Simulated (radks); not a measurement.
Results of a calculation; reference values are marked as such.
Polarisability of the caesium ion Cs3+, [Kr] 4d10 5s2 5p4, at imaginary frequency. Level of theory: scalar-relativistic Kohn-Sham, LDA (Slater exchange, Perdew-Wang correlation), spin-unpolarised, spherical densities, finite nucleus; Fermi nuclear charge, rms radius 4.8041 fm (a radial shooting solver on a logarithmic mesh with Libxc functionals). Response by self-consistent Sternheimer equations with the Hartree and adiabatic LDA kernel, the relativistic mass of each level held fixed and spin-orbit coupling left out.

w (hartree),alpha1(iw) (bohr^3)
0.00266,8.862
0.0143,8.860
0.0360,8.846
0.0697,8.802
0.118,8.690
0.186,8.450
0.280,7.982
0.413,7.170
0.605,5.943
0.892,4.409
1.35,2.884
2.12,1.673
3.59,0.8456
6.94,0.3256
17.5,0.07340

Static values: alpha1 = 8.862 bohr^3 (1.313 angstrom^3; uncoupled 15.00). C6 = 54.60, triple-dipole C9 = 345.7 atomic units. One-pole (London) frequency 4 C6 / (3 alpha1^2) = 0.927 hartree, against 1.462 for minus the highest occupied eigenvalue.
